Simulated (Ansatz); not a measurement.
Be₂H₂, SMILES [BeH][BeH].

The structure is a stationary point at PBE0-D3(BJ)/def2-TZVPD.

Two levels are set side by side: PBE/def2-TZVPD (Ansatz, a first-principles code) and CAM-B3LYP/def2-TZVPD (Ansatz). Energy differences of separate SCF runs at the same geometry; the states with an electron removed or added have multiplicity 2 and 2. Differences are taken from unrounded values.

```tsv
quantity	CAM-B3LYP
vertical ionisation energy (eV)	9.65
vertical singlet–triplet gap (eV)	2.90
```

**Question.** What does PBE give, and how far is it from CAM-B3LYP? (An estimate is asked for; the answer gives what the named calculation found.)

**Answer.** 
```tsv
quantity	PBE	PBE minus CAM-B3LYP
vertical ionisation energy (eV)	9.38	-0.28
vertical singlet–triplet gap (eV)	2.52	-0.37
```
